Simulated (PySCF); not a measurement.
Cl₄Sn, charge -1, multiplicity 2. Atoms are numbered in the order given.

```xyz
5

Cl     1.4656    -1.4656    -1.4656
Sn     0.0000     0.0000     0.0000
Cl    -1.4656    -1.4656     1.4656
Cl    -1.4656     1.4656    -1.4656
Cl     1.4656     1.4656     1.4656
```
Charge -1, spin multiplicity 2.

Geometry: B3LYP-D3(BJ)/def2-SVPD. The spin state was assumed, not searched. The isomer is the one that the SMILES or the coordinates give; other isomers of the formula were not compared. The def2 effective core potentials stand for the cores of Sn; spin–orbit coupling is left out.

Calculation: r2SCAN/def2-SVPD (PySCF).

Mulliken values depend strongly on the basis, most of all with diffuse functions as here. ESP charges are fitted to the potential on shells at 1.4 to 2.0 van der Waals radii. Atomic charges (e):

```
atom  Mulliken  ESP fit  Mulliken spin
----  --------  -------  -------------
Cl1      -0.65    -0.40           0.14
Sn2       1.61     0.59           0.43
Cl3      -0.65    -0.40           0.14
Cl4      -0.65    -0.40           0.14
Cl5      -0.65    -0.40           0.14
```
